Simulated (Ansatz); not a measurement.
The cation of CH₅BOSi (`O=CB[SiH3]`) at the neutral geometry.

```yaml
crystal:
  periodic: [false, false, false]
  atoms:
    - {symbol: O, position_ang: [1.059957, 1.660630, -0.887410]}
    - {symbol: C, position_ang: [0.382859, 0.824095, -1.467684]}
    - {symbol: B, position_ang: [-0.549870, 0.473832, -0.302071]}
    - {symbol: Si, position_ang: [-0.033940, -0.896989, 1.073890]}
    - {symbol: H, position_ang: [0.558734, 0.558867, -2.523881]}
    - {symbol: H, position_ang: [-1.528903, 1.149270, -0.182923]}
    - {symbol: H, position_ang: [-1.009056, -2.021219, 0.959655]}
    - {symbol: H, position_ang: [1.333026, -1.442572, 0.858313]}
    - {symbol: H, position_ang: [-0.124408, -0.352215, 2.455012]}
basis:
  gaussian: {orbitals: def2-TZVPP}
total_charge: 1
magnetization: {spin_polarized: true, initial_magnetization: 1}
correlation: {method: mp2}
scf: {omitted_lower_state_checks: [cluster_reference]}
```

```sh
$ ansatz run in.yaml --threads 4 --pin off --events-out ev --progress --plain
```

Output, abridged:

```
Functional definition: HF
1210 factors; integrals over basis functions are off by at most 9.2e-4 eV
mean field evaluation 1: about -11664.2351 eV, gradient 3.7e1 eV
mean field evaluation 2: about -11664.2373 eV, gradient 3.7e1 eV
mean field evaluation 4: about -11670.6904 eV, gradient 4.7e0 eV
mean field evaluation 8: about -11671.2000 eV, gradient 1.5e0 eV
mean field evaluation 16: about -11672.0516 eV, gradient 3.0e-3 eV
mean field -11672.05163695 eV, -428.9399860573 hartree, gradient 4.2e-6 eV, S^2 0.783598; 4 other end points of the search recorded, 0 dependent functions left out
8 core orbitals not correlated: weight in the atoms' cores, before any rotation towards them, 1.000 or more for the frozen orbitals, at most 0.000 for the correlated occupied ones
reference -11672.05163695 eV, -428.9399860573 hartree; 11, 10 occupied and 186, 187 virtual orbitals, 1210 factors
second order -14.84018525 eV of doubles, -0.00000000 eV of singles
Total energy: -11686.89182221 eV, -429.4853528063 hartree
Checks for a lower state left out: cluster_reference
```

It took 6.5 s on 4 threads of a server CPU on a shared host, with 0.46 GiB of host memory at the peak.
